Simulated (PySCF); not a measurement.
## SnH: energy against distance

Set-up: basis Sn x2c-TZVPPall, H x2c-TZVPPall; spin-free X2C with a Gaussian nucleus; PySCF 2.14. Energies in eV from Sn + H in their ground configurations at the same level. State: ²Π (doublet), unpaired electrons π ↑.

All columns are PBE0. A positive dipole means Sn(−)H(+).

```csv
R (Å),E (eV),μ (D),Mulliken charge on Sn (basis-dependent),HOMO (eV),LUMO (eV),Mayer bond order,⟨S²⟩
1.532,-2.148,0.24,0.16,-4.90,-3.03,0.97,0.75
1.603,-2.403,0.03,0.16,-4.91,-3.04,0.96,0.75
1.674,-2.548,-0.19,0.16,-4.92,-3.05,0.96,0.75
1.728,-2.601,-0.36,0.16,-4.93,-3.06,0.96,0.75
1.781,-2.617,-0.53,0.17,-4.94,-3.08,0.96,0.75
1.834,-2.601,-0.70,0.17,-4.96,-3.10,0.96,0.75
1.906,-2.543,-0.93,0.17,-4.99,-3.12,0.95,0.75
1.995,-2.425,-1.21,0.18,-5.03,-3.16,0.95,0.75
2.102,-2.238,-1.54,0.19,-5.08,-3.20,0.95,0.75
2.244,-1.945,-1.97,0.20,-5.15,-3.28,0.95,0.76
```

A fit through these points gives, at Re = 1.779 Å, μ = -0.53 D and dμ/dR = -3.16 D/Å; the reduced mass is 0.9994 u.

Problem. How strong is the fundamental in the double-harmonic approximation, I = 42.26·(dμ/dR)²/μred km/mol?

Solution. I = 42.26·(-3.16)²/0.9994 = 422 km/mol at PBE0.

These are scalar-relativistic numbers at best; spin–orbit coupling would shift them, the dissociation energy most. The state is the lowest determinant that a PBE0 search found; another state may lie lower at other levels.
